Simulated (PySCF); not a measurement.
C6H4FN.
Structure used (PBE0-D3(BJ)/def2-SVP), in Å, numbered top down from 1:
```xyz
12
C6H4FN angstrom
C      3.1433   -0.0830    0.4692
C      1.8663    0.1205    0.2186
C      0.6319    0.3172   -0.0226
C     -0.6504    0.5110   -0.2688
C     -1.7298    0.1366    0.7054
F     -2.4735    1.2407    1.0344
C     -2.6215   -0.8836    0.1276
N     -3.3066   -1.6964   -0.3275
H      3.9151    0.1996   -0.2542
H      3.4699   -0.5414    1.4084
H     -0.9844    0.9610   -1.2112
H     -1.2834   -0.2794    1.6240
```

Linear response at CAM-B3LYP/def2-SVPD (PySCF, frozen core in the response, non-relativistic).

Static isotropic polarisability: 88.90 au (13.17 Å³), principal values 55.1, 59.8, 151.9 au.

Task: What is the polarisability at 1064 nm and at the sodium D line?

Result: 90.48 au at 1064 nm (+1.8 %), 94.50 au at 589.3 nm (+6.3 %). The rise at 589.3 nm is 3.54 times that at 1064 nm; a pure ω² law gives 3.26. The lowest singlet lies at 309 nm, shorter than both wavelengths.

Task: What is the isotropic C6 coefficient between two such molecules, C6 = (3/π)∫α(iω)² dω?

Result: 2588 au (Eh·bohr⁶) by a ten-point quadrature over imaginary frequencies, which is 1550 eV·Å⁶ or 149 J·nm⁶/mol.

Task: Which effective excitation energy ω̄ makes London's formula C6 = (3/4)α²ω̄ exact here?

Result: ω̄ = 4·C6/(3α²) = 0.437 Eh = 11.9 eV. A one-pole form α(ω) = α/(1 − ω²/ω̄²) fitted to the 1064 nm value gives 8.8 eV.

Task: The lowest 6 singlets have (eV, f): 4.01, 0.000; 5.29, 0.604; 5.81, 0.000; 6.86, 0.007; 7.01, 0.002; 7.24, 0.041. What share of the static polarisability do they carry in the sum over states α = Σ f/ω²?

Result: 16.71 au, 18.8 % of α; the largest term, 15.97 au, is that of the state at 5.29 eV. Their oscillator strengths add up to 0.65. Higher states carry the rest.

Task: How anisotropic is the static polarisability, by Δα² = ½[(α1 − α2)² + (α2 − α3)² + (α3 − α1)²]?

Result: Δα = 94.5 au, or 1.06 of the isotropic value.

Task: What three-body coefficient follows from the one-pole estimate C9 = (3/4)·α·C6?

Result: 173000 au. This is an estimate from the two numbers above, not a computed integral.

Task: How many electrons N does the Slater–Kirkwood formula C6 = (3/4)·√N·α^(3/2) need to give this C6?

Result: N = (4·C6/3)²/α³ = 16.9; the species has 56 electrons in all.

Task: What n − 1 at the D line would an ideal gas of it have at 273.15 K and 1 atm (2.6868 × 10¹⁹ cm⁻³), by n − 1 = 2π·N·α′?

Result: 23.64 × 10⁻⁴, a formal value whether or not that pressure can be reached.

Task: What molar refraction at the D line follows from R = (4π/3)·N_A·α′, with α′ the polarisability volume?

Result: α′ = 14.00 Å³ gives R = 35.32 cm³/mol, for isolated, non-vibrating species.

One conformer stands for the species.
